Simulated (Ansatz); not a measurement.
The first iterations of a band of Cl4Zr + H2 (7 atoms, charge 0, multiplicity 1).

These are results of Ansatz 0.2.0, RKS BLYP/def2-SVP, not measurements.

```json
{
 "movable images": "5",
 "climbing image": "yes",
 "spring": "5.0 eV/Å²",
 "optimiser": "quadratic models (default)",
 "start path": "through a guess of the saddle point",
 "force threshold": "0.05 eV/Å",
 "iteration limit": "60",
 "end points": "relaxed"
}
```

Initial state:

```xyz
7
Properties=species:S:1:pos:R:3
Zr 0.586 0.000 -0.181
Cl 0.623 0.000 2.174
Cl 2.795 0.000 -0.995
Cl -0.528 1.923 -0.958
Cl -0.528 -1.923 -0.958
H -3.574 0.000 1.526
H -3.104 0.000 2.132
```

Final state:

```xyz
7
Properties=species:S:1:pos:R:3
Zr -0.332 0.000 -0.700
Cl -0.732 0.000 3.721
Cl 1.874 0.000 0.097
Cl -0.922 1.962 -1.843
Cl -0.922 -1.962 -1.843
H -1.440 0.000 0.791
H -1.258 0.000 2.517
```

| iteration | highest image above the first end (eV) | largest band force component (eV/Å) |
| --- | --- | --- |
| 1 | 3.058 | 3.776 |
| 2 | 2.096 | 7.668 |
| 3 | 2.035 | 0.966 |

Question: Does the band converge within its limit, and where does its top end?

Answer: The run converged. It ended after 10 iterations with the highest image 2.000 eV above the first end. A vibrational analysis at the climbing image gives 2 clearly imaginary modes (81i, 50i cm⁻¹): a point of higher order. A lower path may pass nearby, or the ends, which weren't checked, may share the extra mode. The orbitals stay closed-shell, which can raise the energy where a bond breaks towards radicals; this wasn't checked here.

Run time: 96 s on 4 threads of Arm Neoverse V1, on a shared host, peak memory 0.18 GiB.
